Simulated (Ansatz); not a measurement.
`Cl[SiH2]N[Si](Cl)(Cl)Cl`, relaxed with RKS PBE0-D4/def2-TZVP in Ansatz from a GFN2-xTB geometry. The force threshold is 0.005 eV/Å; the program also tests the step.

Charge 0, multiplicity 1.

Start:

```xyz
10

Cl   -1.755   -1.961    1.774
Si   -1.401   -0.328    0.676
N     0.303   -0.392    0.314
Si    1.212    0.558   -0.799
Cl    3.138    0.471   -0.232
Cl    1.007   -0.154   -2.671
Cl    0.510    2.436   -0.732
H    -1.679    0.871    1.459
H    -2.154   -0.380   -0.571
H     0.817   -1.122    0.783
```

```csv
step,energy (eV),largest force (eV/Å),largest move (Å)
1,-67370.5442,1.285,0.000
2,-67370.6271,0.273,0.085
3,-67370.6363,0.068,0.031
4,-67370.6373,0.025,0.015
5,-67370.6380,0.132,0.032
6,-67370.6405,0.140,0.042
7,-67370.6434,0.322,0.195
8,-67370.6488,0.195,0.033
9,-67370.6552,0.065,0.111
10,-67370.6559,0.197,0.154
11,-67370.6583,0.116,0.032
14,-67370.6719,0.271,0.195
17,-67370.6830,0.080,0.096
20,-67370.6944,0.153,0.087
23,-67370.6995,0.082,0.041
26,-67370.7009,0.087,0.134
29,-67370.7024,0.094,0.087
32,-67370.7034,0.038,0.084
35,-67370.7039,0.057,0.070
38,-67370.7042,0.019,0.006
41,-67370.7046,0.048,0.018
44,-67370.7051,0.034,0.033
47,-67370.7053,0.019,0.046
50,-67370.7055,0.010,0.015
53,-67370.7055,0.009,0.006
56,-67370.7056,0.010,0.017
58,-67370.7056,0.003,0.002
```

End:

```xyz
10

Cl   -1.128   -2.532    0.732
Si   -1.337   -0.490    0.728
N     0.174    0.321    0.536
Si    1.150    0.521   -0.839
Cl    2.963   -0.362   -0.593
Cl    0.190   -0.314   -2.417
Cl    1.496    2.487   -1.223
H    -1.866   -0.095    2.051
H    -2.248   -0.148   -0.379
H     0.606    0.611    1.404
```

It took 2.3 min on 2 threads of an AMD EPYC 7R13 on a shared host and a share of an NVIDIA H100 80 GB, with 0.99 GiB of host memory at the peak.
